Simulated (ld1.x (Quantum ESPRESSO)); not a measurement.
**u(r) = r·R(r): atom against pseudo-atom (V)**

Columns: radius, all-electron u(r) and pseudo u(r) of the 4p shell (level -1.05 eV) of vanadium in the configuration [Ar] 3d4 4s1 4p0; PBE, scalar-relativistic, TM scheme, ld1.x (Quantum ESPRESSO) 7.5.

| r (bohr) | all-electron | pseudo |
| --- | --- | --- |
| 0.202 | 0.0824 | 0.0028 |
| 0.405 | -0.0451 | 0.0114 |
| 0.607 | -0.1401 | 0.0253 |
| 0.810 | -0.1515 | 0.0447 |
| 1.012 | -0.1082 | 0.0689 |
| 1.215 | -0.0402 | 0.0977 |
| 1.418 | 0.0341 | 0.1304 |
| 1.620 | 0.1053 | 0.1660 |
| 1.822 | 0.1700 | 0.2037 |
| 2.025 | 0.2273 | 0.2425 |
| 2.228 | 0.2767 | 0.2809 |
| 2.430 | 0.3183 | 0.3172 |
| 2.632 | 0.3531 | 0.3502 |
| 2.835 | 0.3816 | 0.3790 |
| 3.037 | 0.4042 | 0.4025 |
| 3.240 | 0.4216 | 0.4209 |
| 3.442 | 0.4342 | 0.4339 |
| 3.645 | 0.4426 | 0.4425 |
| 3.847 | 0.4472 | 0.4472 |
| 4.050 | 0.4486 | 0.4486 |
| 4.252 | 0.4473 | 0.4473 |
| 4.455 | 0.4436 | 0.4436 |
| 4.658 | 0.4380 | 0.4380 |
| 4.860 | 0.4308 | 0.4308 |
| 5.062 | 0.4223 | 0.4223 |
| 5.265 | 0.4128 | 0.4128 |

Q: How many radial nodes do the two functions have?

A: The all-electron 4p function has n − l − 1 = 2; the pseudo-wave has 0, since the states of the same l below it are removed with the core.

Q: At about which radius was the pseudo-wave matched?

A: 4.05 bohr. The columns agree to 0.0005 from 3.44 bohr on; several derivatives are matched, so the curves merge somewhat inside the radius.

Q: Is the pseudo-wave norm-conserving?

A: Yes: the TM scheme keeps the norm inside the radius equal to the all-electron one, which fixes the energy derivative of the logarithmic derivative at the level.
